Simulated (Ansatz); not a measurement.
A run for Ansatz (a quantum-chemistry and plane-wave program): U-CCSD(T)/cc-pVTZ on BF2HO (SMILES OB(F)F), a point of a bond scan (R = 1.599 Å).

Ansatz 0.2 input:
```yaml
crystal:
  periodic: [false, false, false]
  atoms:
    - {symbol: B, position_ang: [-0.01132654, -0.00676178, 0.01792770]}
    - {symbol: F, position_ang: [1.54589151, -0.25564610, -0.24561058]}
    - {symbol: F, position_ang: [-0.53872025, -0.47351002, 1.13641053]}
    - {symbol: O, position_ang: [-0.79276045, 0.65749755, -0.85724911]}
    - {symbol: H, position_ang: [-0.32999807, 0.96290708, -1.64415257]}
basis:
  gaussian:
    orbitals: cc-pVTZ
correlation: {method: ccsd_t, electrons: outside_noble_gas}
scf: {omitted_lower_state_checks: [cluster_reference]}
magnetization: {spin_polarized: true, initial_magnetization: 0}
```

Problem. What total energy does the run end on?

Solution. -300.1447 hartree (reference determinant -299.2737, T1 diagnostic 0.013).

Problem. How many basis functions does it have, and what does it roughly cost on one machine?

Solution. 134 functions; around 40 core-seconds (rough).
